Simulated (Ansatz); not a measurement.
A made-up structure of CH4SiTe, singlet:

Si1  (-1.031, 0.496, -0.626)
C2  (0.241, 0.279, 0.485)
Te3  (0.937, -1.636, 0.942)
H4  (-1.588, -0.633, -1.396)
H5  (-1.698, 1.803, -0.834)
H6  (0.658, 1.095, 1.066)
H7  (-0.115, -0.573, -0.443)
(Å)

It is relaxed with PBE-D4/def2-SVP and then PBE0-D4/def2-TZVP (Ansatz 0.2.0). Atoms count as bonded within 1.22 times the sum of their covalent radii (H–H: 0.88 Å). The end point is not checked to be a true minimum.

Q: Does its bonding change? (Judge from chemistry; the calculation decides.)

A: The calculation gives: Yes. Formed: Si1–Te3, C2–H7; broken: Si1–H7, Te3–H7.

Where it ends: The first stage lowers the energy by 3.02 eV in 15 steps. It ends as CH₄SiTe ([CH2]1[SiH2][Te]1):
Si1  (-1.112, 0.021, -0.651)
C2  (0.300, 0.422, 0.458)
Te3  (0.575, -1.679, -0.225)
H4  (-2.451, -0.131, -0.040)
H5  (-1.154, 0.670, -1.980)
H6  (0.146, 0.469, 1.531)
H7  (1.101, 1.059, 0.102)
(Å)

Labels in which every atom is bracketed show which atoms are joined, not bond orders.

For scale, one of the runs: PBE0-D4/def2-TZVP relaxation, 142 basis functions, launched by `ansatz run in.yaml --threads 2 --pin off --events-out ev --progress --plain --max-ram 4352MiB`. The run took about 36 s on 2 CPU threads of an Intel Xeon 6975P-C (shared host).
